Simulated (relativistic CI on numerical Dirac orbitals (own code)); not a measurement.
**Rh⁷⁺ (4d2) in a crystal field**

Calculated by Dirac-Coulomb-Breit CI, KLI orbitals optimised for each configuration, QED by a radiative potential, valence Slater integrals scaled by 0.65, one configuration in a parametric crystal field (own radial code).

Field parameters in Wybourne normalisation: Td as Oh with Dq negative (B⁴₀ = 21Dq, B⁴₄ = √(5/14) B⁴₀). The field is a parameter set, without covalency.

S is read from ⟨S²⟩ = S(S + 1).

Levels (cm⁻¹, degeneracy): 0 (3), 2608 (2), 4953 (1), 5393 (3), 5621 (3), 8678 (3), 9796 (2), 10525 (3), 10814 (1), 13182 (2), 14963 (3), 15471 (1).

Q: Which field gives this pattern?
A. Td, 10Dq = -3800 cm⁻¹
B. Td, 10Dq = -12850 cm⁻¹
C. Td, 10Dq = -18950 cm⁻¹
D. Td, 10Dq = -9850 cm⁻¹

A: A. Td, 10Dq = -3800 cm⁻¹, ground level with S = 0.98.
